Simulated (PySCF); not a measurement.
Species: GeH₁₀SSi₃.
Bonds: Si1–S2, S2–Si3, Si3–Si4, Si4–Ge5. Hydrogens: H6, H7, H8 on Si1; H9, H10 on Si3; H11, H12 on Si4; H13, H14, H15 on Ge5.

All values: B3LYP/def2-SVPD (PySCF, non-relativistic), on one gas-phase PBE0-D3(BJ)/def2-SVP geometry that isn't relaxed in the solvent. The solvent is an IEF-PCM continuum (van der Waals radii × 1.2), and excitations are vertical TDDFT with non-equilibrium linear response and a frozen core. Specific hydrogen bonds and non-electrostatic terms are outside this model. Spin–orbit coupling is left out although an atom past zinc is present.

Gas-phase singlets (H = HOMO, L = LUMO):

```json
{"state": "S1", "E (eV)": "5.204", "λ (nm)": "238", "f": "0.011", "leading configurations": "H→L 98%"}
{"state": "S2", "E (eV)": "5.629", "λ (nm)": "220", "f": "0.006", "leading configurations": "H→L+1 94%"}
{"state": "S3", "E (eV)": "5.781", "λ (nm)": "214", "f": "0.009", "leading configurations": "H→L+2 91%"}
{"state": "S4", "E (eV)": "6.153", "λ (nm)": "202", "f": "0.015", "leading configurations": "H→L+3 50%, H-1→L 42%"}
{"state": "S5", "E (eV)": "6.202", "λ (nm)": "200", "f": "0.037", "leading configurations": "H-1→L 46%, H→L+3 44%"}
```

Task: What are the lowest 5 singlets in chloroform (ε = 4.711)?

Result: 
```tsv
state	E (eV)	λ (nm)	f	leading configurations	change by rank (eV)
S1	5.255	236	0.016	H→L 98%	+0.051
S2	5.697	218	0.012	H→L+1 94%	+0.068
S3	5.831	213	0.018	H→L+2 91%	+0.050
S4	6.161	201	0.072	H-1→L 87%	+0.008
S5	6.263	198	0.027	H→L+3 88%	+0.061
```

Task: The ground-state energy changes by -0.036 eV from gas to chloroform. By how much does the total energy of gas-phase S2 change?

Result: E(S2) = E(S0) + excitation energy, so it changes by -0.036 + 0.068 = +0.032 eV: it isn't lowered at all, while the ground state is. This is the vertical state, with the slow part of the continuum still set for S0.

Task: How do the frontier levels move from gas to chloroform?

Result: 
```json
{"orbital": "LUMO+2", "gas (eV)": "-0.34", "solvent (eV)": "-0.23", "change (eV)": "+0.11", "Löwdin shares, gas": "S2 20 %, Si3 16 %, Si4 14 %, Si1 12 %", "Löwdin shares, solvent": "S2 21 %, Si3 16 %, Si4 13 %, Si1 11 %"}
{"orbital": "LUMO+1", "gas (eV)": "-0.56", "solvent (eV)": "-0.43", "change (eV)": "+0.13", "Löwdin shares, gas": "Si3 18 %, Si4 17 %, Ge5 13 %, Si1 11 %", "Löwdin shares, solvent": "Si3 17 %, Si4 16 %, Ge5 13 %, Si1 11 %"}
{"orbital": "LUMO", "gas (eV)": "-0.92", "solvent (eV)": "-0.81", "change (eV)": "+0.11", "Löwdin shares, gas": "Si3 22 %, S2 20 %, Si4 15 %, Si1 10 %", "Löwdin shares, solvent": "S2 21 %, Si3 21 %, Si4 15 %, Si1 10 %"}
{"orbital": "HOMO", "gas (eV)": "-7.09", "solvent (eV)": "-7.03", "change (eV)": "+0.06", "Löwdin shares, gas": "S2 58 %, Si3 12 %, Si4 9 %, Si1 7 %", "Löwdin shares, solvent": "S2 55 %, Si3 13 %, Si4 10 %, Si1 7 %"}
{"orbital": "HOMO-1", "gas (eV)": "-7.93", "solvent (eV)": "-7.82", "change (eV)": "+0.11", "Löwdin shares, gas": "Si4 27 %, Ge5 26 %, S2 12 %, Si3 12 %", "Löwdin shares, solvent": "Si4 27 %, Ge5 26 %, S2 13 %, Si3 11 %"}
{"orbital": "HOMO-2", "gas (eV)": "-8.37", "solvent (eV)": "-8.28", "change (eV)": "+0.09", "Löwdin shares, gas": "S2 35 %, Si4 16 %, Si3 11 %, Ge5 9 %", "Löwdin shares, solvent": "S2 34 %, Si4 16 %, Si3 12 %, Ge5 8 %"}
{"orbital": "HOMO-3", "gas (eV)": "-9.13", "solvent (eV)": "-9.03", "change (eV)": "+0.10", "Löwdin shares, gas": "S2 18 %, Ge5 15 %, H14 12 %, Si3 12 %", "Löwdin shares, solvent": "S2 17 %, Ge5 14 %, H14 12 %, Si3 12 %"}
```

The HOMO–LUMO gap goes from 6.16 to 6.22 eV.

Time: 66 s wall; peak memory 1.1 GiB. Hardware: an Arm Neoverse N1 with one thread, shared host with 64 logical CPUs at a one-minute load of 61. This is the whole response run at B3LYP/def2-SVPD in chloroform, SCF included.

The values belong to the conformer `[SiH3:1][S:2][SiH2:3][SiH2:4][GeH3:5]`: Si1–S2–Si3–Si4 61°, S2–Si3–Si4–Ge5 40°.
